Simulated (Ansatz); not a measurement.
TiBr₃⁺. The state is a triplet with charge 1. Geometry PBE-D4/def2-SVP, that of the neutral doublet; atoms count from 1.

```xyz
4

Ti   -0.003   -0.002    0.001
Br    0.405   -1.521   -1.735
Br    1.157   -0.200    2.027
Br   -1.560    1.723   -0.293
```

At PBE0-D4/def2-TZVP a singlet of charge 1 lies 1.79 eV below the triplet, each at its own geometry.

Estimate the Mulliken populations from the PBE0/def2-TZVP orbitals of Ansatz.


```csv
atom,charge (e),spin (α − β),d electrons
Ti1,1.05,0.93,2.29
Br2,-0.02,0.36,–
Br3,-0.02,0.36,–
Br4,-0.02,0.36,–
```
Mulliken values and Mayer orders depend strongly on the basis.

Where does the spin sit?

Summed by element: Ti 0.93, Br 1.07, of 2 unpaired in all. Largest on single atoms: Ti1 0.93, Br2 0.36, Br4 0.36.

And the Mayer bond orders between bonded heavy atoms (over 0.3)?

Ti1–Br2 1.10 (2.34 Å); Ti1–Br3 1.10 (2.34 Å); Ti1–Br4 1.10 (2.34 Å).
